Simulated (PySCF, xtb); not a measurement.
SnCl₃Br, SMILES [Cl][Sn]([Br])([Cl])[Cl].

GFN2-xTB (xtb) at its own geometry gives an orbital gap of 1.99 eV and a dipole moment of 2.85 D.

Coordinates come from a PBE-D3(BJ)/def2-SVP optimisation. The structure was generated by enumeration; whether it is a known compound was not checked. The def2 effective core potentials stand for the cores of Sn; spin–orbit coupling is left out.

Q: What does M06-2X/def2-TZVP run with PySCF give? (An estimate is asked for; the answer gives what the named calculation found.)

A: gap 7.87 eV (levels -10.58 and -2.70 eV), dipole 0.60 D.
